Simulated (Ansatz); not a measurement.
Geometry optimisation, Ansatz 0.2.0, RKS CAM-B3LYP-D4/def2-SVP.

Input:

```yaml
crystal:
  periodic: [false, false, false]
  atoms:
    - { symbol: Ga, position_ang: [-0.591294, 0.751466, -0.169079] }
    - { symbol: Cl, position_ang: [1.67476, -1.935578, 0.210603] }
    - { symbol: Cl, position_ang: [-1.523454, 0.472465, -2.060641] }
    - { symbol: Cl, position_ang: [0.546374, 2.530072, 0.095851] }
    - { symbol: H, position_ang: [0.658255, -1.557819, 0.948758] }
    - { symbol: H, position_ang: [-0.764641, -0.260506, 0.974508] }
basis:
  gaussian: { orbitals: def2-SVP }
hamiltonian:
  xc: cam_b3lyp
  dispersion: d4
relax:
  f_tol: 0.03
  max_steps: 50
output:
  orbitals: {}
```

Run as:

```bash
$ ansatz run input.yaml --threads 2 --pin off --max-ram 3072MiB --backend cpu --events-out ev --progress --plain --runs-dir out
```

Task: Where does it end, and by what steps?

Result: The run converged. The force dipped under the threshold on the way, but the program's further checks kept it going. After 34 steps the energy has fallen by 0.331 eV; H5 moved furthest, 1.38 Å. Joined: Ga1–Cl2.

```tsv
step	energy less start (eV)	largest force component (eV/Å)	accepted
0	0.0000	0.585	yes
2	-0.0800	1.215	yes
4	-0.1932	0.823	yes
6	-0.2247	0.088	yes
8	-0.2302	0.036	yes
10	-0.2305	0.285	no
12	-0.2321	0.239	yes
14	-0.2370	0.019	yes
16	-0.2387	0.075	yes
18	-0.2404	0.072	yes
20	-0.2426	0.300	yes
22	-0.2614	0.119	yes
24	-0.2696	0.118	yes
26	-0.2876	0.476	yes
28	-0.3067	0.181	yes
30	-0.3245	0.153	yes
32	-0.3283	0.050	yes
34	-0.3310	0.021	yes
```

```xyz
6
Properties=species:S:1:pos:R:3
Ga -0.724 0.475 -0.041
Cl 0.832 -1.774 0.242
Cl -1.094 0.384 -2.148
Cl 1.049 1.619 0.479
H 1.732 -0.861 0.445
H -1.795 0.157 1.022
```

Whether the end is a true minimum wasn't checked by a vibrational analysis.

The run took 110 s on 2 threads of Arm Neoverse V1, on a shared host, peak memory 0.27 GiB.
